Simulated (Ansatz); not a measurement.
```yaml
crystal:
  periodic: [false, false, false]
  atoms:
    - {symbol: O, position_ang: [-0.071846, 1.059454, -0.616444]}
    - {symbol: Ge, position_ang: [0.000048, -0.000065, 0.000018]}
    - {symbol: O, position_ang: [0.893265, -0.543787, -0.125064]}
    - {symbol: O, position_ang: [-0.771509, -0.615051, -0.368202]}
    - {symbol: O, position_ang: [-0.049839, 0.250712, 1.191946]}
    - {symbol: H, position_ang: [-0.344491, 0.834194, -1.054676]}
    - {symbol: H, position_ang: [1.510276, -0.456002, 0.259618]}
    - {symbol: H, position_ang: [-0.644513, -1.174973, -0.315951]}
    - {symbol: H, position_ang: [-0.413998, 0.853670, 1.110963]}
basis:
  gaussian: {orbitals: aug-cc-pVDZ}
hamiltonian: {xc: {name: r2SCAN0}, dispersion: d4}
output: {forces: true}
```

```sh
$ ansatz run in.yaml --threads 4 --pin off --events-out ev --progress --plain --max-ram 10444MiB
```

Shortened log:

```
Functional definition: r2SCAN0
1471 factors; their error is unknown
mean field evaluation 1: about -64607.9753 eV, gradient 1.4e2 eV
mean field evaluation 2: about -64506.4718 eV, gradient 2.6e2 eV
mean field evaluation 4: about -64636.7637 eV, gradient 1.0e1 eV
mean field evaluation 8: about -64636.9768 eV, gradient 1.7e-1 eV
mean field evaluation 16: about -64637.2364 eV, gradient 2.8e-4 eV
mean field -64637.23641996 eV, -2375.3746257412 hartree, gradient 1.0e-5 eV, S^2 0.000000; 0 other end points of the search recorded, 0 dependent functions left out
reference -64637.23643557 eV, -2375.3746263148 hartree; 34, 34 occupied and 130, 130 virtual orbitals, 1471 factors
Total energy: -64637.29098473 eV, -2375.3766309596 hartree
Atom 0 at    -0.071846     1.059454    -0.616444 Å, force    44.814834   111.601891    38.469639 eV/Å
Atom 1 at     0.000048    -0.000065     0.000018 Å, force    -9.771465   116.712915    46.116702 eV/Å
Atom 2 at     0.893265    -0.543787    -0.125064 Å, force   145.185017  -100.048876   -35.643470 eV/Å
Atom 3 at    -0.771509    -0.615051    -0.368202 Å, force  -162.535810   -23.676994   -74.014717 eV/Å
Atom 4 at    -0.049839     0.250712     1.191946 Å, force    10.190696    -6.085983    88.698021 eV/Å
Atom 5 at    -0.344491     0.834194    -1.054676 Å, force   -51.345004   -35.547851   -85.152780 eV/Å
Atom 6 at     1.510276    -0.456002     0.259618 Å, force    25.585274     0.930622    13.071278 eV/Å
Atom 7 at    -0.644513    -1.174973    -0.315951 Å, force    15.659256   -94.079928     5.883703 eV/Å
Atom 8 at    -0.413998     0.853670     1.110963 Å, force   -17.782798    30.194205     2.571624 eV/Å
Dipole moment:     0.065711    -0.146145    -0.076726 e Å
```

What is wrong with this run?

The geometry is squeezed to about two thirds of its size. The run converged. The result belongs to that input, not to the molecule as meant.
